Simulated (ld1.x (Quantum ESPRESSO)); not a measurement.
# Cutoff test, Mg (Z = 12), RRKJ

```
Element                 : Mg (Z = 12)
Generator               : ld1.x (Quantum ESPRESSO) 7.5
Type                    : norm-conserving RRKJ (Kleinman–Bylander form)
Functional              : PBE
Relativity              : scalar-relativistic
Frozen core             : [He]
Valence charge          : 10
Reference configuration : 2s2 2p6 3s1 3p0 (charge +1)
Partial waves           : 2s (bound): rc 0.90 bohr; 2p (bound): rc 0.80 bohr; 3d channel at 0.3 Ry: rc 0.80 bohr
Local potential         : all-electron potential smoothed inside 0.80 bohr (lloc = -1)
Core correction         : a·sin(br)/r model core inside 0.75 bohr
rho0                    : 0.005
```

Occupied shells without a wave of their own: 3s. They enter only through the test configuration that unscreens the potential, and ld1.x also counts them in the model core charge.

The pseudo-atom Hamiltonian at the reference potential is diagonalised in spherical Bessel functions j_l(qr) that vanish at 20 bohr, with q² up to the cutoff. All-electron valence levels (Ry): 2s -6.5351, 3s -0.8363, 2p -4.0921, 3p -0.5180.

**Question.** How do the lowest levels (Ry) of each channel move with the cutoff, and are there ghosts?

**Answer.**

```csv
cutoff (Ry),s #1,s #2,s #3,p #1,p #2,p #3,d #1,f #1,Σ f·Δε (mRy)
8,-17.6477,-0.9822,-0.2705,-1.0468,-0.2716,-0.0928,-0.2064,-0.0565,29527.0
25,-78.1886,-2.1219,-0.4554,-1.8566,-0.3744,-0.1234,-0.2079,-0.0565,22617.5
50,-300.3904,-4.1419,-0.6528,-2.7285,-0.4427,-0.1415,-0.2082,-0.0565,13148.5
100,-904.1434,-6.0160,-0.7950,-3.8011,-0.5032,-0.1570,-0.2083,-0.0565,2822.8
180,-1288.4957,-6.5245,-0.8323,-4.0867,-0.5167,-0.1605,-0.2083,-0.0565,54.7
400,-1298.9510,-6.5351,-0.8331,-4.0921,-0.5170,-0.1605,-0.2083,-0.0565,0.0
```

Result: ghost state, extra bound levels that the all-electron valence spectrum of the same l lacks: s at -17673.1 eV (a true bound ghost makes a file unfit for plane-wave use); 10 mRy is reached at 230 Ry and 1 mRy at 300 Ry.

Note: ghost state, extra bound levels that the all-electron valence spectrum of the same l lacks: s at -17673.1 eV. A true bound ghost makes a file unfit for plane-wave use. ld1.x takes every shell without a wave as core, so the model core holds the 3s electrons as well and exchange and correlation see them twice. This cancels in the reference configuration, but the file is broken for other ones, and its errors say nothing about a proper core correction.
